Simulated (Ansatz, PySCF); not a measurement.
System: CH₂Cl₃Si, charge 0, multiplicity 2. It need not be the lowest isomer of its formula. 
Structure (B3LYP-D3(BJ)/def2-TZVP (Ansatz, a quantum-chemistry and plane-wave program) minimum search):
```xyz
7

Si    -0.2824    -0.0042     0.0447
Cl     0.2736     1.8252    -0.6851
Cl     0.2296    -1.4567    -1.3037
Cl     0.7704    -0.3456     1.7719
C     -2.0728    -0.0379     0.3539
H     -2.6236     0.8576     0.6134
H     -2.6382    -0.9611     0.3248
```
Charge 0, spin multiplicity 2.

Dipole moments at this geometry, in debye (magnitudes).

| level | program | dipole (D) |
|---|---|---|
| PBE0/def2-TZVPD | Ansatz | 1.92 |
| TPSSh/def2-TZVPD | PySCF | 1.88 |
| CAM-B3LYP/def2-TZVPD | Ansatz | 1.95 |
| LC-wPBE/def2-TZVPD | Ansatz | ___ |
| wB97X-V/def2-TZVPD | Ansatz | 1.96 |
| CCSD(T)/aug-cc-pV(D+d)Z | Ansatz | ___ |

Q: Some entries are withheld; supply them.

A: 
- LC-wPBE/def2-TZVPD, dipole (D): 2.00
- CCSD(T)/aug-cc-pV(D+d)Z, dipole (D): 1.86
